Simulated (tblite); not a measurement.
C3H9F3OSi2.
SMILES with atom numbers: `[CH3:1][O:2][SiH2:3][C@@H:4]([SiH3:5])[C:6]([F:7])([F:8])[F:9]` (hydrogens: H10, H11, H12 on C1; H13, H14 on Si3; H15 on C4; H16, H17, H18 on Si5)

Computed with GFN2-xTB (tblite), gas phase: L-BFGS steps from a force-field or distance-geometry start until the largest atomic force falls under 0.01 eV/Å.

Step 50: E = -892.6233 eV
```
atom  x, y, z in Å  |  force x, y, z in eV/Å
C1      3.1948   -0.2933    0.3980    0.035   0.001   0.016
O2      1.8187   -0.0498    0.3878    0.042  -0.024  -0.009
Si3     0.6775   -0.8325   -0.4433   -0.055   0.051   0.033
C4     -0.8733    0.0984    0.1541   -0.050   0.012   0.009
Si5    -2.0857    0.6177   -1.2244    0.006  -0.009   0.006
C6     -1.6029   -0.7721    1.1103   -0.005   0.007  -0.001
F7     -0.8377   -1.2570    2.1116    0.001  -0.010  -0.038
F8     -2.1468   -1.8574    0.5177   -0.003   0.004   0.023
F9     -2.6305   -0.1517    1.7299   -0.002  -0.008  -0.020
H10     3.4187   -1.1685    1.0110   -0.003  -0.005  -0.022
H11     3.6885    0.5789    0.8261    0.007   0.015  -0.001
H12     3.5694   -0.4654   -0.6127   -0.004   0.006   0.014
H13     0.6060   -2.2597   -0.1358    0.016  -0.012   0.006
H14     0.8546   -0.6674   -1.8889   -0.002  -0.004   0.000
H15    -0.5673    0.9796    0.7221    0.008  -0.022  -0.016
H16    -3.3753    0.9891   -0.6456    0.017   0.003   0.005
H17    -2.2358   -0.5154   -2.1350   -0.016   0.008   0.004
H18    -1.4817    1.7679   -1.8947    0.008  -0.014  -0.009
```

Step 51: E = -892.6238 eV
```
atom  x, y, z in Å  |  force x, y, z in eV/Å
C1      3.1963   -0.2927    0.3974    0.024   0.008   0.012
O2      1.8201   -0.0489    0.3876    0.028  -0.031  -0.022
Si3     0.6768   -0.8303   -0.4422   -0.056   0.029   0.026
C4     -0.8747    0.0987    0.1569   -0.031   0.010  -0.001
Si5    -2.0841    0.6170   -1.2252    0.019  -0.010   0.020
C6     -1.6041   -0.7728    1.1118   -0.012   0.002  -0.013
F7     -0.8393   -1.2634    2.1105    0.002   0.001  -0.033
F8     -2.1511   -1.8552    0.5169   -0.009  -0.005   0.016
F9     -2.6298   -0.1513    1.7330   -0.005  -0.008  -0.008
H10     3.4193   -1.1692    1.0087    0.002  -0.003  -0.023
H11     3.6882    0.5794    0.8266    0.019   0.019   0.013
H12     3.5725   -0.4610   -0.6133   -0.011  -0.003   0.011
H13     0.6055   -2.2592   -0.1362    0.020   0.013   0.002
H14     0.8474   -0.6647   -1.8895    0.005  -0.005   0.019
H15    -0.5699    0.9794    0.7259    0.010  -0.014  -0.016
H16    -3.3723    0.9925   -0.6468    0.010   0.008   0.004
H17    -2.2351   -0.5175   -2.1329   -0.020  -0.002  -0.001
H18    -1.4745    1.7609   -1.9009    0.005  -0.007  -0.005
```

**Question.** Estimate the geometry and energy of step 52. (The exact step hangs on the optimiser's Hessian estimate; all steps are aligned on step 51, rigid shifts and turns removed.)

**Answer.** E = -892.6241 eV, largest force 0.041 eV/Å
```
atom  x, y, z in Å  |  force x, y, z in eV/Å
C1      3.1980   -0.2922    0.3972    0.009   0.012   0.005
O2      1.8216   -0.0494    0.3876    0.012  -0.029  -0.027
Si3     0.6753   -0.8284   -0.4408   -0.033   0.001   0.012
C4     -0.8765    0.0990    0.1587   -0.007   0.004  -0.008
Si5    -2.0829    0.6164   -1.2255    0.017  -0.006   0.019
C6     -1.6053   -0.7733    1.1127   -0.018  -0.005  -0.018
F7     -0.8403   -1.2681    2.1088    0.005   0.010  -0.023
F8     -2.1546   -1.8537    0.5169   -0.015  -0.014   0.004
F9     -2.6294   -0.1511    1.7353   -0.010  -0.006   0.005
H10     3.4208   -1.1698    1.0067    0.009   0.000  -0.020
H11     3.6882    0.5806    0.8271    0.023   0.015   0.022
H12     3.5747   -0.4576   -0.6136   -0.013  -0.009   0.006
H13     0.6051   -2.2589   -0.1369    0.019   0.033   0.000
H14     0.8424   -0.6629   -1.8894    0.007  -0.004   0.034
H15    -0.5716    0.9788    0.7282    0.009   0.000  -0.010
H16    -3.3699    0.9955   -0.6480    0.004   0.012   0.005
H17    -2.2353   -0.5191   -2.1311   -0.022  -0.009  -0.004
H18    -1.4692    1.7556   -1.9053    0.004  -0.003  -0.002
```

The energy changes by -0.0004 eV. The first-order estimate −F·Δx gives -0.0005 eV and the mean of the old and new forces, exact on a quadratic surface, -0.0004 eV. The step makes an angle of 75° with the force vector and moves no atom by more than 0.009 Å.

What follows is the cost of the whole relaxation. Hardware: one thread of an Arm Neoverse V2, shared host. Cost: 1.8 s.
